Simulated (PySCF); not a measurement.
C₅H₇N₂O (charge +1).
Cartesian coordinates in Å at the GFN2-xTB level; atoms count from 1:
```
atom  x, y, z in Å
C1     2.301   -0.304    0.265
C2     1.336    0.646   -0.326
O3     1.534    1.657   -0.907
N4    -0.080    0.249   -0.150
C5    -0.609   -0.851    0.472
C6    -1.961   -0.761    0.366
N7    -2.230    0.391   -0.316
C8    -1.089    0.988   -0.619
H9     2.144   -0.398    1.338
H10    2.200   -1.290   -0.188
H11    3.308    0.065    0.086
H12   -0.013   -1.609    0.937
H13   -2.729   -1.419    0.721
H14   -3.156    0.730   -0.549
H15   -0.960    1.912   -1.153
```

Level of theory: PySCF 2.14.0, density-fitted response routines, TDDFT wB97X-D/def2-SVPD, vertical, gas phase, core orbitals frozen in the response.

Kohn–Sham orbitals with the atoms that hold most of them (Löwdin shares over 4%, at most four atoms; ? is withheld):

```
orbital  ε (eV)                            atoms
 LUMO+2   -1.95  H14 23%, C8 18%, C6 16%, N7 10%
 LUMO+1   -2.94    C6 29%, C5 18%, N7 16%, C8 9%
   LUMO   -4.66   C8 23%, C2 17%, O3 16%, N4 14%
   HOMO       ?                                ?
 HOMO-1  -15.12                                ?
 HOMO-2  -16.62    O3 26%, N4 25%, N7 22%, C2 9%
 HOMO-3  -17.54  C1 29%, O3 14%, H9 12%, H10 12%
```

(1) Give the leading atoms of the HOMO-1.

(2) Which atoms hold the HOMO, and with what shares?

(3) What is the HOMO energy, and the HOMO–LUMO gap?

## Answers

(1) O3 (bonded to C) 65%; C2 (bonded to C, N and O) 10%; C1 (bonded to C and 3 H) 9%; N4 (bonded to 3 C) 9%. By element: oxygen 65%, carbon 19% or more, nitrogen 9% or more.

(2) C6 (bonded to C, N and H) 29%; C5 (bonded to C, N and H) 28%; C8 (bonded to 2 N and H) 18%; N4 (bonded to 3 C) 9%. By element: carbon 75% or more, nitrogen 9% or more.

(3) ε(HOMO) = -14.62 eV; the gap is 9.96 eV (0.3662 hartree).

Question: The HOMO–LUMO gap is 9.96 eV. Where does the response calculation put the lowest singlet, and from which orbitals?

Answer: S1 is at 4.93 eV (f = 0.0004), 5.04 eV below the gap, made of HOMO-1→LUMO (88%). Its leading pair isn't HOMO and LUMO; the energies of that pair differ by 10.46 eV. Without the coupling terms of the response equations the lowest excitation would equal the gap.

Question: Give energy, strength and leading configuration of S1 and S2, and follow the Löwdin shares of the leading atoms from the occupied to the empty orbital.

Answer: 
- S1 (4.93 eV, f 0.0004), HOMO-1→LUMO (88%): O3 65% → 16%, C2 10% → 17%, C8 at most 7% → 23%
- S2 (5.76 eV, f 0.058), HOMO→LUMO (98%): C6 29% → at most 14%, C5 28% → at most 14%, C8 18% → 23%, C2 at most 9% → 17%

One conformer stands for the species.
